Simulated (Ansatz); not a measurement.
Ni(OH)2 (H2NiO2), SMILES [OH][Ni][OH] (connectivity only; charge and spin as stated), neutral, multiplicity 3. Atoms are numbered in the order given.

```xyz
5

Ni     0.0000     0.0000    -0.0390
O      0.0000     1.7440    -0.1791
H      0.0000     2.2893     0.6094
O      0.0000    -1.7440    -0.1791
H      0.0000    -2.2893     0.6094
```
Charge 0, spin multiplicity 3.

The structure is a stationary point at PBE0-D3(BJ)/def2-TZVP. The spin state was assumed, not searched. One conformer was computed; it need not be the lowest.

Two levels are set side by side: PBE-D3(BJ)/def2-TZVP (Ansatz, an electronic-structure program) and PBE0-D3(BJ)/def2-TZVP (Ansatz). Each level has its own optimised geometry; the coordinates shown are those of the second. Differences are taken from unrounded values.

```
quantity              PBE0-D3(BJ)
--------------------  -----------
mean bond length (Å)        1.354
bond Ni1–O2 (Å)             1.750
bond Ni1–O4 (Å)             1.750
bond O2–H3 (Å)              0.959
bond O4–H5 (Å)              0.959
```

Question: What does PBE-D3(BJ) give, and how far is it from PBE0-D3(BJ)? (An estimate is asked for; the answer gives what the named calculation found.)

Answer: 
```
quantity              PBE-D3(BJ)  PBE-D3(BJ) minus PBE0-D3(BJ)
--------------------  ----------  ----------------------------
mean bond length (Å)       1.366                         0.011
bond Ni1–O2 (Å)            1.758                         0.008
bond Ni1–O4 (Å)            1.758                         0.008
bond O2–H3 (Å)             0.973                         0.014
bond O4–H5 (Å)             0.973                         0.014
```

Exact exchange shortens and stiffens bonds; PBE has none. Differences between two approximate levels are no errors against the true value.
